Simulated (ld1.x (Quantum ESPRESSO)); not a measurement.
## Which change was made? (Rh, TM)

* Element: rhodium (Rh)
* Generator: ld1.x (Quantum ESPRESSO) 7.5
* Type: norm-conserving Troullier–Martins (Kleinman–Bylander form)
* Functional: PBE
* Relativity: scalar-relativistic
* Frozen core: [Ar] 3d10 4s2
* Valence charge: 15
* Reference configuration: 4p6 4d6 5s0 5p0 (charge +3)
* Partial waves: 4p (bound): rc 1.40 bohr; 4d (bound): rc 1.65 bohr; 5s (bound, empty): rc 2.35 bohr
* Local potential: the s channel
* Core correction: a·sin(br)/r model core inside 0.80 bohr

Cutoffs, loose and tight: the cutoffs (Ry, on a coarse ladder) from which the occupation-weighted sum of valence levels, in a spherical-Bessel basis at the reference potential, stays within 10 and 1 mRy of its value at 400 Ry. They do not see the model core or the augmentation charge, which bear on the density cutoff. Test errors are all-electron minus pseudo excitation energies from the reference, over the configurations 4p6 4d8 5s1 5p0; 4p6 4d8 5s0 5p0; 4p6 4d7 5s0 5p0; 4p6 4d5 5s0 5p0; 4p6 4d8.5 5s0.5 5p0; 4p6 4d8 5s0.5 5p0; 4p6 4d7 5s1 5p0; variants that change the core or the reference have their own tests. The largest error is taken over the tests solved by every variant that gives reliable tests at all, those not shown here included: 4p6 4d5 5s0 5p0; 4p6 4d7 5s0 5p0; 4p6 4d7 5s1 5p0; 4p6 4d8 5s0 5p0; 4p6 4d8 5s0.5 5p0; 4p6 4d8 5s1 5p0.

The base gives: outcome: generated; cutoff, loose: 70 Ry; cutoff, tight: 110 Ry; bound ghosts: none; largest test error (meV): -443.

Q: After one change the result is: outcome: generated; cutoff, loose: 120 Ry; cutoff, tight: 160 Ry; bound ghosts: none; largest test error (meV): -445. Which change was it?
A. wave 4p (bound): rc 1.40 bohr becomes 4p (bound): rc 1.04 bohr
B. wave 4p (bound): rc 1.40 bohr becomes 4p (bound): rc 1.18 bohr
C. wave 4p (bound): rc 1.40 bohr becomes 4p (bound): rc 1.92 bohr

A: B. The others give: wave 4p (bound): rc 1.40 bohr becomes 4p (bound): rc 1.92 bohr → outcome: generated; cutoff, loose: 60 Ry; cutoff, tight: 80 Ry; bound ghosts: none; largest test error (meV): -438 | wave 4p (bound): rc 1.40 bohr becomes 4p (bound): rc 1.04 bohr → outcome: generated; cutoff, loose: 140 Ry; cutoff, tight: 180 Ry; bound ghosts: none; largest test error (meV): -445.
